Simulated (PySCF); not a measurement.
Match the calculated data to a structure.

All candidates are C5H5F3O.

| technique | computed result |
| --- | --- |
| Dipole | 3.98 D [CAM-B3LYP/def2-SVPD] |
| Rotational structure | rotational constants A, B, C: 3.303, 0.991, 0.885 GHz [GFN2-xTB] |
| Triplet | lowest triplet excitation (Tamm–Dancoff): 3.27 eV [TDA CAM-B3LYP/def2-SVPD] |
| UV, first state | lowest singlet excitation: 3.80 eV (326 nm, f = 0.000) [TDDFT CAM-B3LYP/def2-SVPD] |
| UV, strongest line | among the 8 lowest singlet transitions: S2 at 5.53 eV (224 nm, f = 0.318) [TDDFT CAM-B3LYP/def2-SVPD] |
| Polarisability | 67.3 au [CAM-B3LYP/def2-SVPD] |

The electronic properties come from PySCF, for the isolated species, density fitting. Levels stand in brackets. Geometry: GFN2-xTB, one conformer, isolated molecule.

Task: Which candidate is it?
A. `FC(F)[C@@H]1C=C[C@@H](F)O1`
B. `C/C=C\C(=O)C(F)(F)F`
C. `C=C1[C@@H](F)O[C@@H]1C(F)F`

Result: B. It is `C/C=C\C(=O)C(F)(F)F`. Numbering: `[CH3:1]/[CH:2]=[CH:3]\[C:4](=[O:5])[C:6]([F:7])([F:8])[F:9]`. Its formula, C5H5F3O, gives 2 degrees of unsaturation: 0 rings and 2 π bonds in the structure found. S1 is mainly HOMO→LUMO (weight 0.81); the largest Löwdin shares of the orbital it empties are 0.49 on the ketone oxygen, 0.12 on an alkene CH carbon, 0.10 on the ketone carbonyl carbon and 0.07 on the CF3 carbon, of the orbital it fills 0.24 on the ketone carbonyl carbon, 0.23 on an alkene CH carbon, 0.23 on the ketone oxygen and 0.12 on an alkene CH carbon. The optimised geometry has point group C1 and is an asymmetric top.

The others, at the same levels:
- `C=C1[C@@H](F)O[C@@H]1C(F)F` fails: its computed lowest singlet excitation is 7.01 eV (177 nm, f = 0.057) (against 3.80 eV), lowest triplet excitation (Tamm–Dancoff) is 4.32 eV (against 3.27 eV) and strongest line among the 8 lowest singlet transitions is S3 at 7.68 eV (161 nm, f = 0.176) (against S2 at 5.53 eV).
- `FC(F)[C@@H]1C=C[C@@H](F)O1` fails: its computed lowest singlet excitation is 7.22 eV (172 nm, f = 0.213) (against 3.80 eV), lowest triplet excitation (Tamm–Dancoff) is 4.44 eV (against 3.27 eV) and static isotropic polarisability is 62.0 au (against 67.3 au).

Each candidate is one conformer, not necessarily the lowest. The conformers computed, where there is a choice (atom-mapped SMILES and torsion angles):
- `[CH3:1]/[CH:2]=[CH:3]\[C:4](=[O:5])[C:6]([F:7])([F:8])[F:9]`: C2–C3–C4–O5 -7°, C3–C4–C6–F7 58°
- `[CH2:1]=[C:2]1[C@@H:3]([F:4])[O:5][C@@H:6]1[CH:7]([F:8])[F:9]`: O5–C6–C7–F8 -70°
- `[F:1][CH:2]([F:3])[C@@H:4]1[CH:5]=[CH:6][C@@H:7]([F:8])[O:9]1`: F1–C2–C4–C5 -76°
